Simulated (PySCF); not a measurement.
**Worked example: dipole moment from atomic charges**

BiH₃Te₃, SMILES [TeH][Bi]([TeH])[TeH]. Atoms are numbered in the order given.

```xyz
7

Bi     0.0000     0.0000     1.0144
Te    -1.9325    -1.4913    -0.5479
H     -1.7685    -2.8502     0.4219
Te    -0.3252     2.4192    -0.5479
H     -1.5841     2.9566     0.4219
Te     2.2577    -0.9280    -0.5479
H      3.3526    -0.1065     0.4219
```

Coordinates come from a B3LYP-D3(BJ)/def2-SVP optimisation. The structure was generated by enumeration; whether it is a known compound was not checked. The def2 effective core potentials stand for the cores of Bi, Te; spin–orbit coupling is left out.

Charges (e) from PBE/def2-TZVP (PySCF):

| atom | Mulliken | ESP fit |
|---|---|---|
| Bi1 | 0.371 | 0.213 |
| Te2 | -0.183 | -0.136 |
| H3 | 0.060 | 0.065 |
| Te4 | -0.183 | -0.132 |
| H5 | 0.060 | 0.062 |
| Te6 | -0.183 | -0.135 |
| H7 | 0.060 | 0.063 |

The dipole moment of the full density is 2.06 D.

**Question.** What dipole moment does each set of point charges give, and which comes closer to that of the density?

**Answer.** 
μ = Σ q r, and 1 e Å = 4.8032 D.
Mulliken: Σ q r = (0.000, 0.000, 0.753) e Å, |μ| = 3.62 D.
ESP fit: Σ q r = (-0.001, 0.000, 0.517) e Å, |μ| = 2.48 D.
ESP fit comes closer in size. Point charges leave out the atoms' own dipoles (lone pairs, polarised bonds); fits to the potential absorb them, partitions of the density don't.
